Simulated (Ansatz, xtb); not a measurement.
**Ligand exchange: BrF + CH3FO → HOF + CH2BrF**

Species: BrF (bromine fluoride), singlet; CH3FO `OCF`, singlet; HOF `OF`, singlet; CH2BrF (bromofluoromethane) `FCBr`, singlet. The partners trade Br for OH: F–Br and C–OH bonds give way to F–OH and C–Br.

Shapes, held fixed at every level: PBE0-D4/def2-TZVP. Flexible molecules stand in one conformer, not always the lowest. Programs: Ansatz 0.2.0, xtb 6.7.1. The zero-point and thermal change to 298 K, harmonic and unscaled (PBE0-D4/def2-TZVP), is -4.5 kJ/mol.

```json
{"level": "GFN0-xTB", "kind": "semi-empirical", "ΔH(298 K) (kJ/mol)": "+74.4", "less CCSD(T)/def2-TZVPP": "-103.1"}
{"level": "HF/def2-TZVPP", "kind": "Hartree–Fock", "ΔH(298 K) (kJ/mol)": "+202.7", "less CCSD(T)/def2-TZVPP": "+25.2"}
{"level": "r2SCAN-D4/def2-TZVPP", "kind": "meta-GGA", "ΔH(298 K) (kJ/mol)": "+172.9", "less CCSD(T)/def2-TZVPP": "-4.6"}
{"level": "PBE0-D4/def2-TZVPP", "kind": "global hybrid", "ΔH(298 K) (kJ/mol)": "+177.3", "less CCSD(T)/def2-TZVPP": "-0.2"}
{"level": "B2PLYP/def2-TZVPP", "kind": "double hybrid", "ΔH(298 K) (kJ/mol)": "+184.7", "less CCSD(T)/def2-TZVPP": "+7.2"}
{"level": "CCSD(T)/def2-SVP", "kind": "coupled cluster or CI", "ΔH(298 K) (kJ/mol)": "+175.0", "less CCSD(T)/def2-TZVPP": "-2.5"}
{"level": "CCSD/def2-SVP", "kind": "coupled cluster or CI", "ΔH(298 K) (kJ/mol)": "+179.8", "less CCSD(T)/def2-TZVPP": "+2.3"}
{"level": "CCSD/def2-TZVPP", "kind": "coupled cluster or CI", "ΔH(298 K) (kJ/mol)": "+182.4", "less CCSD(T)/def2-TZVPP": "+4.9"}
{"level": "CCSD(T)/def2-TZVPP", "kind": "coupled cluster or CI", "ΔH(298 K) (kJ/mol)": "+177.5", "less CCSD(T)/def2-TZVPP": "0.0"}
```

The highest level, CCSD(T)/def2-TZVPP, gives ΔH(298 K) = +177.5 kJ/mol; the levels span +74.4 to +202.7. GFN0-xTB strays far from the other rows. The column of differences is taken from that level and isn't an error. No measured value is set beside it here. Relativity is left out for Br unless named. Correlated rows may include outer-core shells of Br, which these sets cover unevenly.
